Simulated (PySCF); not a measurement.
## `N[C@@H]1C=CC[C@@H](S)C1`, C6H11NS

Molfile (atoms numbered from 1):
```
C6H11NS
     RDKit          3D

 19 19  0  0  0  0  0  0  0  0999 V2000
    2.4650   -0.3436    0.4659 N   0  0  0  0  0  0  0  0  0  0  0  0
    1.1012    0.1638    0.4710 C   0  0  2  0  0  0  0  0  0  0  0  0
    0.2135   -0.8481    1.1389 C   0  0  0  0  0  0  0  0  0  0  0  0
   -1.0118   -1.1396    0.7353 C   0  0  0  0  0  0  0  0  0  0  0  0
   -1.6792   -0.5026   -0.4458 C   0  0  0  0  0  0  0  0  0  0  0  0
   -0.9439    0.7499   -0.9069 C   0  0  1  0  0  0  0  0  0  0  0  0
   -1.3969    2.1932    0.1366 S   0  0  0  0  0  0  0  0  0  0  0  0
    0.5614    0.5181   -0.9260 C   0  0  0  0  0  0  0  0  0  0  0  0
    3.0932    0.3318    0.0445 H   0  0  0  0  0  0  0  0  0  0  0  0
    2.5187   -1.2008   -0.0753 H   0  0  0  0  0  0  0  0  0  0  0  0
    1.1208    1.0750    1.0876 H   0  0  0  0  0  0  0  0  0  0  0  0
    0.6545   -1.3390    1.9935 H   0  0  0  0  0  0  0  0  0  0  0  0
   -1.5980   -1.8838    1.2563 H   0  0  0  0  0  0  0  0  0  0  0  0
   -1.7039   -1.2253   -1.2696 H   0  0  0  0  0  0  0  0  0  0  0  0
   -2.7170   -0.2598   -0.2027 H   0  0  0  0  0  0  0  0  0  0  0  0
   -1.2873    1.0503   -1.9009 H   0  0  0  0  0  0  0  0  0  0  0  0
   -1.2381    1.5797    1.3057 H   0  0  0  0  0  0  0  0  0  0  0  0
    1.0723    1.4049   -1.3085 H   0  0  0  0  0  0  0  0  0  0  0  0
    0.7656   -0.3149   -1.6071 H   0  0  0  0  0  0  0  0  0  0  0  0
  1  2  1  0
  2  3  1  0
  3  4  2  0
  4  5  1  0
  5  6  1  0
  6  7  1  0
  6  8  1  0
  8  2  1  0
  1  9  1  0
  1 10  1  0
  2 11  1  1
  3 12  1  0
  4 13  1  0
  5 14  1  0
  5 15  1  0
  6 16  1  6
  7 17  1  0
  8 18  1  0
  8 19  1  0
M  END
```

Level of theory: TDDFT BHandHLYP/def2-SVPD circular dichroism and optical rotation, one conformer, gas phase (PySCF 2.14.0). Geometry: GFN2-xTB.

The molecule is flexible and this is one conformer; a measurement averages over conformers.

Stereocentres: C2 S, C6 R.

Task: Give the optical rotatory dispersion at 633, 589.3, 546, 436, 405, 365, 355 nm.

Result: [α] in deg dm⁻¹ (g/mL)⁻¹:
```
λ (nm)  origin-invariant length gauge  modified velocity gauge  length gauge (centre of mass)  isotropic polarisability (au)
   633                          -86.3                    -96.3                          -85.6                           96.5
 589.3                         -101.8                   -113.7                         -101.0                           96.9
   546                         -121.8                   -136.3                         -120.8                           97.3
   436                         -214.0                   -241.1                         -212.2                           99.2
   405                         -261.2                   -295.2                         -259.1                          100.1
   365                         -352.3                   -400.6                         -349.4                          101.7
   355                         -383.3                   -436.7                         -380.1                          102.1
```

Task: And for the mirror image at 589.3 nm?

Result: +101.8 deg dm⁻¹ (g/mL)⁻¹ (origin-invariant length gauge): the same size and the opposite sign.

Task: What is the molar rotation [Φ] = [α]·M/100 of the geometry above at 589.3 nm?

Result: With M = 129.22 g/mol, -131.5 deg cm² dmol⁻¹ (origin-invariant length gauge).

The first excitation lies at 5.82 eV (213 nm) with R = -4.8 × 10⁻⁴⁰ esu² cm² (velocity form).
